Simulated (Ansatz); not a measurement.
Geometry optimisation of CH$_{9}$BOSi$_{2}$, SMILES `[SiH3]BOC[SiH3]`.

```yaml
crystal:
  periodic: [false, false, false]
  atoms:
    - {symbol: Si, position_ang: [-1.792598, -1.169739, 1.959414]}
    - {symbol: B, position_ang: [-0.500148, -0.257217, 0.684337]}
    - {symbol: O, position_ang: [-0.300830, -0.779600, -0.543367]}
    - {symbol: C, position_ang: [0.590671, -0.223466, -1.521402]}
    - {symbol: Si, position_ang: [1.530020, 1.404445, -1.114634]}
    - {symbol: H, position_ang: [-2.838406, -0.186818, 2.430652]}
    - {symbol: H, position_ang: [-1.056971, -1.636350, 3.194437]}
    - {symbol: H, position_ang: [-2.498179, -2.359158, 1.358421]}
    - {symbol: H, position_ang: [0.105990, 0.758471, 1.017068]}
    - {symbol: H, position_ang: [1.339741, -1.005998, -1.775469]}
    - {symbol: H, position_ang: [0.003040, -0.059841, -2.451786]}
    - {symbol: H, position_ang: [2.491116, 1.253602, 0.029323]}
    - {symbol: H, position_ang: [0.598947, 2.556518, -0.866105]}
    - {symbol: H, position_ang: [2.314605, 1.675951, -2.372188]}
basis:
  gaussian: {orbitals: def2-TZVP}
hamiltonian: {xc: pbe0, dispersion: d4}
relax: {f_tol: 0.005, max_steps: 150}
```

```sh
$ ansatz run in.yaml --threads 4 --pin off --events-out ev --progress --plain --max-ram 10444MiB
```

It prints (some lines left out):

```
Functional definition: PBE0
mean field -19652.82907794 eV, -722.2281474483 hartree, gradient 6.2e-5 eV, S^2 0.000000; 0 other end points of the search recorded, 0 dependent functions left out
relax step   1: F+E_penalty+E_count = -19653.07575210 eV  Δ(F+E_penalty+E_count) = +0.000e0 eV  max|allowed force component| = 4.843e-1 eV/Å  Δτ_max = 0.0000 Å  (26 SCF iters, accepted)
mean field -19652.86794704 eV, -722.2295758614 hartree, gradient 2.3e-5 eV, S^2 0.000000; 0 other end points of the search recorded, 0 dependent functions left out
relax step   2: F+E_penalty+E_count = -19653.11614166 eV  Δ(F+E_penalty+E_count) = -4.039e-2 eV  max|allowed force component| = 1.358e-1 eV/Å  Δτ_max = 0.0353 Å  (32 SCF iters, accepted)
mean field -19652.87086759 eV, -722.2296831895 hartree, gradient 2.3e-5 eV, S^2 0.000000; 0 other end points of the search recorded, 0 dependent functions left out
relax step   3: F+E_penalty+E_count = -19653.11936877 eV  Δ(F+E_penalty+E_count) = -3.227e-3 eV  max|allowed force component| = 3.702e-2 eV/Å  Δτ_max = 0.0119 Å  (32 SCF iters, accepted)
mean field -19652.87085385 eV, -722.2296826847 hartree, gradient 2.3e-5 eV, S^2 0.000000; 0 other end points of the search recorded, 0 dependent functions left out
relax step   4: F+E_penalty+E_count = -19653.11947518 eV  Δ(F+E_penalty+E_count) = -1.064e-4 eV  max|allowed force component| = 3.543e-2 eV/Å  Δτ_max = 0.0072 Å  (32 SCF iters, accepted)
mean field -19652.87097694 eV, -722.2296872082 hartree, gradient 2.1e-5 eV, S^2 0.000000; 0 other end points of the search recorded, 0 dependent functions left out
relax step   5: F+E_penalty+E_count = -19653.11957335 eV  Δ(F+E_penalty+E_count) = -9.817e-5 eV  max|allowed force component| = 3.535e-3 eV/Å  Δτ_max = 0.0034 Å  (24 SCF iters, accepted)
mean field -19652.87097694 eV, -722.2296872082 hartree, gradient 2.2e-5 eV, S^2 0.000000; 1 other end points of the search recorded, 0 dependent functions left out
Total energy: -19653.11961571 eV, -722.2388245143 hartree
Atom 0 at    -1.776998    -1.156561     1.948086 Å, force     0.000927    -0.000558     0.000412 eV/Å
Atom 1 at    -0.491292    -0.251283     0.673424 Å, force    -0.001820    -0.002851    -0.003535 eV/Å
Atom 2 at    -0.298545    -0.774353    -0.543542 Å, force     0.001925     0.002624     0.001131 eV/Å
Atom 3 at     0.587550    -0.221617    -1.514651 Å, force    -0.000557     0.001697     0.001226 eV/Å
Atom 4 at     1.511918     1.385852    -1.100915 Å, force    -0.000125    -0.001263    -0.000871 eV/Å
Atom 5 at    -2.810766    -0.183539     2.404795 Å, force    -0.000585     0.000316    -0.000306 eV/Å
Atom 6 at    -1.041851    -1.612434     3.163450 Å, force     0.000299     0.001632     0.000433 eV/Å
Atom 7 at    -2.467685    -2.331484     1.349977 Å, force     0.000181    -0.000471     0.001248 eV/Å
Atom 8 at     0.108956     0.749578     0.988277 Å, force    -0.000709    -0.000116     0.001250 eV/Å
Atom 9 at     1.324859    -0.993124    -1.761512 Å, force    -0.000176    -0.000900    -0.001309 eV/Å
Atom 10 at     0.005843    -0.057241    -2.427993 Å, force    -0.000235    -0.000368    -0.001000 eV/Å
Atom 11 at     2.454287     1.231275     0.035137 Å, force    -0.000136    -0.001039     0.000447 eV/Å
Atom 12 at     0.587708     2.519557    -0.848478 Å, force     0.000107     0.000102     0.000370 eV/Å
Atom 13 at     2.293014     1.666175    -2.337355 Å, force     0.000905     0.001195     0.000504 eV/Å
Dipole moment:     0.213158     0.088049    -0.295735 e Å
```

Hardware: 4 threads of an Arm Neoverse V1 on a shared host. Wall time 26 s, peak host memory 0.63 GiB.
